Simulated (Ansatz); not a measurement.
Reaction (substitution at a C–O bond): `CO[SiH2]F` + `O=C[SiH](O)O` → `CO[SiH](O)C=O` + `O[SiH2]F`

Program: Ansatz. Geometries: PBE0-D4/def2-TZVP. ΔE: electronic, gas phase. CCSD(T)/CBS adds triple-zeta CCSD(T) − MP2 to the extrapolated MP2 energy (def2 sets, frozen cores). Functionals use def2-TZVPP. Each species was taken in one conformer, which may not be the lowest.

`CO[SiH2]F`:

Z-matrix (Å, degrees):
```
C
O 1 1.412
H 1 1.094 2 110.6
H 1 1.091 2 108.3 3 119.2
H 1 1.096 2 111.7 3 -121.3
Si 2 1.623 1 125.2 3 82.5
F 6 1.598 2 111.1 1 -70.1
H 6 1.474 2 106.8 1 172.1
H 6 1.483 2 110.6 1 47.2
```

`O=C[SiH](O)O`:

Cartesian coordinates in Å:
```
O 0.185 -0.797 1.924
C 0.832 -0.249 1.058
Si 0.032 -0.061 -0.686
O -0.079 1.509 -1.125
O -1.416 -0.784 -0.479
H 1.849 0.133 1.307
H 0.847 -0.695 -1.743
H -0.718 2.063 -0.674
H -1.533 -1.117 0.419
```

`CO[SiH](O)C=O`:

Cartesian coordinates in Å:
```
C -1.118 -1.302 1.240
O -0.055 -0.857 0.425
Si -0.065 0.497 -0.482
O 0.036 1.901 0.342
C 1.574 0.402 -1.478
O 2.397 1.270 -1.296
H -0.960 -2.358 1.464
H -2.085 -1.193 0.734
H -1.147 -0.743 2.179
H -1.304 0.530 -1.298
H 0.923 2.277 0.355
H 1.805 -0.425 -2.186
```

`O[SiH2]F`:

Z-matrix (Å, degrees):
```
Si
F 1 1.596
O 1 1.630 2 111.0
H 1 1.482 2 106.0 3 121.4
H 1 1.474 2 108.2 3 -116.3
H 3 0.958 1 119.1 2 71.8
```

```json
{"species": "`CO[SiH2]F`", "PBE0-D4 energy (Eh)": "-505.52674"}
{"species": "`O=C[SiH](O)O`", "PBE0-D4 energy (Eh)": "-555.47793"}
{"species": "`CO[SiH](O)C=O`", "PBE0-D4 energy (Eh)": "-594.73846"}
{"species": "`O[SiH2]F`", "PBE0-D4 energy (Eh)": "-466.26607"}
```

Question: Work out ΔE.

Answer: ΔE = (-594.73846) + (-466.26607) − (-505.52674) − (-555.47793) = 0.00014 Eh = 0.00 eV. CCSD(T)/CBS gives 0.00 eV.

Largest T1 diagnostic among the species: 0.014.
